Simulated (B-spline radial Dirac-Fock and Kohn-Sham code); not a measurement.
**Run log: V⁵⁺**

ΔSCF core binding energies without Breit or QED terms, calculated with a radial atomic solver. Keys: rel is the Hamiltonian (dirac, or spin-free x2c and nr, where L3 and M5 stand for the whole 2p and 3d shells), method is hf or an exchange,correlation pair (spin-unpolarised, also for the hole states), nuc the nuclear model, radius_factor scales its radius, rmax is the box in bohr, h the logarithmic mesh step, order the B-spline order, points the quadrature points per cell, c_factor scales the speed of light, and damp, ndamp, maxit and tol steer the iteration. The run stops when the commutator error falls below 10·tol·max(1, Z/10), or the numerical noise floor, and the energy has settled to about 1e-8 Ha; the virial ratio is −V/T.

Input (task.json):

```json
{"items": [{"Z": 23, "q": 5, "cfg": [[1, 0, 2], [2, 0, 2], [2, 1, 6], [3, 0, 2], [3, 1, 6]], "A": 51, "rrms": 3.6002, "do": "settings", "holes": ["K", "L3", "M5"],
  "settings": [{"rel": "dirac", "method": "hf", "nuc": "fermi", "radius_factor": 1.0, "rmax": 45.0, "h": 0.3, "order": 8, "points": 10, "c_factor": 1.0, "maxit": 100, "damp": 0.97, "ndamp": 100, "tol": 1e-08}]}]}
```

Command: `python xray2_run.py task.json out`

Ground-state iterations:

```
iter   energy (Ha)        error
   1     -936.97619666  8.65e-01
   2     -942.31249542  1.68e-01
   3     -942.32445656  1.62e-01
   4     -942.33555681  1.56e-01
   5     -942.34585971  1.50e-01
   6     -942.35542396  1.45e-01
   7     -942.36430375  1.39e-01
   8     -942.37254917  1.34e-01
   9     -942.38020654  1.29e-01
  10     -942.38731867  1.24e-01
  11     -942.39392518  1.20e-01
  12     -942.40006271  1.16e-01
  13     -942.40576518  1.11e-01
  14     -942.41106399  1.07e-01
  15     -942.41598821  1.03e-01
  23     -942.44474748  7.65e-02
  31     -942.46083788  5.67e-02
  39     -942.46987807  4.21e-02
  47     -942.47497433  3.12e-02
  55     -942.47785539  2.31e-02
  63     -942.47948815  1.71e-02
  71     -942.48041553  1.27e-02
  79     -942.48094337  9.42e-03
  87     -942.48124441  7.24e-03
  95     -942.48141645  5.57e-03
 100     -942.48148425  4.73e-03
```

The ground state had not converged after 100 iterations, with total energy -942.48148 Ha, virial ratio 1.98807 and highest orbital energy -127.97 eV. ΔSCF binding energies: K (1s) 5572.3 eV, L3 (2p3/2) 616.5 eV (not all states converged, so these are not final). Holes are computed only in closed shells, and unreliable hole states are left out.

Question: One setting is unsound. Which, and why?

Answer: damp is so close to 1 that the orbitals hardly move in each step. With the default settings (Dirac Hartree-Fock): The ground state converged in 9 iterations, with total energy -942.48165 Ha, virial ratio 1.98851 and highest orbital energy -128.07 eV. ΔSCF binding energies: K (1s) 5572.3 eV, L3 (2p3/2) 616.5 eV. Holes are computed only in closed shells, and unreliable hole states are left out.
